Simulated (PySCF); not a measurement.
Compound: SeMe2, C₂H₆Se.
Structure used (PBE0-D3(BJ)/def2-SVP), in Å, numbered top down from 1:
```xyz
9
C2H6Se angstrom
Se     0.0035   -0.0261   -1.2995
C      1.4665   -0.0332   -0.0254
H      1.4251   -0.9276    0.6121
H      1.4462    0.8732    0.5960
H      2.4008   -0.0495   -0.6030
C     -1.4370    0.0173   -0.0003
H     -1.3812    0.9269    0.6141
H     -1.4102   -0.8738    0.6426
H     -2.3809    0.0236   -0.5621
```

Method: PySCF 2.14.0, PBE0-D3(BJ)/def2-SVP geometry optimisation, gas phase.

Masses are those of the commonest isotopes; rigid-rotor values at the optimised geometry. 

**Question.** Give the principal moments of inertia and the rotational constants in cm⁻¹.

**Answer.** Ia = 44.26, Ib = 73.48, Ic = 111.20 u·Å²; 505379 MHz·u·Å²/I gives 11419, 6878 and 4545 MHz, that is A = 0.38090, B = 0.22943, C = 0.15160 cm⁻¹.

**Question.** Classify the top.

**Answer.** An asymmetric top: κ = (2 × 6878 − 11419 − 4545)/(11419 − 4545) = -0.32.

**Question.** What does the inertial defect say?

**Answer.** Not planar: Δ = Ic − Ia − Ib = -6.54 u·Å². For a rigid frame Δ = −2 Σ m c², so Σ m c² = 3.27 u·Å² lies off the ab plane, practically all of it from hydrogen. The atom farthest from that plane is 0.90 Å away.

**Question.** Give the other two planar moments, Paa and Pbb, and the rms extents of the mass along the axes.

**Answer.** Paa = Σ m a² = (Ib + Ic − Ia)/2 = 70.21 and Pbb = Σ m b² = (Ia + Ic − Ib)/2 = 40.99 u·Å². With the mass M = 109.96 u, the rms extents √(P/M) along a, b and c are 0.80, 0.61, 0.17 Å.

**Question.** Which types of transition are allowed, and where do some lines up to J = 5 fall?

**Answer.** The dipole components are |μa| = 0.00 D, |μb| = 1.45 D, |μc| = 0.00 D; the symmetry axis of this C2v structure is b, so μa and μc vanish by symmetry and there are no a-type or c-type lines. Some lines, for components of 0.1 D or more:

```
type  branch         J(Ka,Kc)     MHz  lower level (cm⁻¹)
   b       Q  1(1,0) ← 1(0,1)    6874               0.381
   b       Q  2(2,0) ← 2(1,1)   14317               1.450
   b       Q  4(2,2) ← 4(1,3)   15277               4.311
   b       R  1(1,1) ← 0(0,0)   15964               0.000
   b       R  4(2,2) ← 3(3,1)   24233               4.012
   b       R  2(1,2) ← 1(0,1)   25054               0.381
   b       R  3(0,3) ← 2(1,2)   28918               1.217
   b       Q  4(2,3) ← 4(1,4)   29695               3.563
   b       Q  5(1,4) ← 5(0,5)   32025               5.199
   b       R  4(1,3) ← 3(2,2)   37877               3.048
   b       R  2(2,1) ← 1(1,0)   38802               0.610
   b       R  4(1,4) ← 3(0,3)   41419               2.181
   b       R  2(2,0) ← 1(1,1)   41830               0.533
   b       R  5(1,5) ← 4(0,4)   49908               3.542
   b       R  5(1,4) ← 4(2,3)   51385               4.553
   b       R  4(2,3) ← 3(1,2)   55784               2.693
   b       R  3(3,1) ← 2(2,0)   62497               1.928
   b       R  3(3,0) ← 2(2,1)   63328               1.905
   b       R  4(3,2) ← 3(2,1)   72545               3.153
   b       R  4(3,1) ← 3(2,2)   76588               3.048
   b       R  5(5,1) ← 4(4,0)  108586               6.876
```

**Question.** Estimate the classical rotational partition function at 100 K, 200 K and 298.15 K.

**Answer.** Point group C2v, symmetry number σ = 2; q = (√π/σ)·√((kT/h)³/(ABC)), k/h = 20836.6 MHz/K: 4460 at 100 K, 12600 at 200 K, 23000 at 298.15 K.

No PBE0-D3(BJ)/def2-SVP frequencies stand behind this structure, so it isn't proved a minimum. Zero-point vibration and centrifugal distortion are left out. A rigid rotor knows nothing of internal rotation, which can split or shift real lines.
